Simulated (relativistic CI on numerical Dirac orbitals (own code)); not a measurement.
# One change at a time: Hf16+

Base calculation: Dirac-Coulomb-Breit CI, separate exchange-only KLI orbitals for each configuration, model QED (radiative potential, 1s self-energy scaled to tabulated hydrogen-like ionisation energies), unscaled Slater integrals.

Configurations in the expansion (outside the closed core [Ar] 3d10): 4s²4p⁶4d¹⁰4f¹⁰, 4s²4p⁶4d¹⁰4f⁸5s², 4s²4p⁶4d¹⁰4f⁸5s5p, 4s²4p⁶4d¹⁰4f⁹5p, 4s²4p⁶4d⁹4f¹¹, 4s²4p⁶4d¹⁰4f⁹6s, 4s²4p⁶4d¹⁰4f⁹5f, 4s²4p⁶4d⁸4f¹², 4s²4p⁵4d¹⁰4f¹¹, 4s²4p⁶4d¹⁰4f⁹7s, 4s4p⁶4d¹⁰4f¹¹, 4s²4p⁴4d¹⁰4f¹², 4p⁶4d¹⁰4f¹², 4s4p⁵4d¹⁰4f¹². Levels of other configurations are missing.

The lowest level and the first level of each name with at least 55 % of one term (blank where a level has no safe partner in the second run):

| Level | Base (cm⁻¹) | Shift (cm⁻¹) |
| --- | --- | --- |
| 4s²4p⁶4d¹⁰4f¹⁰ ⁵I8 | 0.0 | 0.0 |
| 4s²4p⁶4d¹⁰4f¹⁰ ⁵I7 | 11416.5 | +31.9 |
| 4s²4p⁶4d¹⁰4f¹⁰ ⁵I6 | 18545.0 | +322.6 |
| 4s²4p⁶4d¹⁰4f¹⁰ ⁵I5 | 23071.5 | +839.1 |
| 4s²4p⁶4d¹⁰4f¹⁰ ⁵I4 | 27747.8 | +684.0 |
| 4s²4p⁶4d¹⁰4f¹⁰ ⁵F5 | 28281.0 | +2740.9 |
| 4s²4p⁶4d¹⁰4f¹⁰ ⁵F4 | 35047.0 | +3228.9 |
| 4s²4p⁶4d¹⁰4f¹⁰ ³K8 | 36931.5 | +126.9 |
| 4s²4p⁶4d¹⁰4f¹⁰ ⁵F3 | 39480.8 | +3168.6 |
| 4s²4p⁶4d¹⁰4f¹⁰ ⁵F1 | 41880.4 | +3525.3 |
| 4s²4p⁶4d¹⁰4f⁸5s² ⁷F6 | 43297.7 | -4273.6 |
| 4s²4p⁶4d¹⁰4f¹⁰ ³K7 | 47258.7 | +310.2 |
| 4s²4p⁶4d¹⁰4f⁸5s² ⁷F5 | 48891.2 | -3297.8 |
| 4s²4p⁶4d¹⁰4f⁸5s² ⁷F4 | 51607.0 | -3138.8 |
| 4s²4p⁶4d¹⁰4f¹⁰ ³L9 | 51670.4 | -699.6 |
| 4s²4p⁶4d¹⁰4f¹⁰ ⁵G5 | 52511.7 | +2878.4 |
| 4s²4p⁶4d¹⁰4f⁸5s² ⁷F3 | 55102.2 | -3553.1 |
| 4s²4p⁶4d¹⁰4f¹⁰ ³K6 | 55131.7 | +693.1 |
| 4s²4p⁶4d¹⁰4f⁸5s² ⁷F2 | 56370.7 | -2900.0 |
| 4s²4p⁶4d¹⁰4f⁸5s² ⁷F1 | 58072.9 | -3157.6 |
| 4s²4p⁶4d¹⁰4f⁸5s² ⁷F0 | 58691.6 | -3120.0 |
| 4s²4p⁶4d¹⁰4f¹⁰ ³D3 | 59879.8 | +4449.0 |

At this charge transitions that keep the count of f electrons are usually good to a few per cent. Terms inside the open d or f shell come out 10 to 20 % too wide with unscaled integrals. Levels that differ in their count of f electrons can be misplaced by several ten thousand cm⁻¹, since the correlation energy of f electrons is missing or only estimated; rates across such gaps can be off by orders of magnitude.

Task: One thing was changed in a second run, which moved the levels as shown. Which?
A. configuration mixing switched off
B. QED terms removed
C. only the first 3 configurations
D. Breit term removed

Result: A. Configuration mixing switched off. Without mixing, levels that were pushed by configurations of the same parity and J return to their single-configuration places.

LS names give the leading component of a level, which can be under half, so a name can repeat, a term be missing and a line seem to break the LS rules.
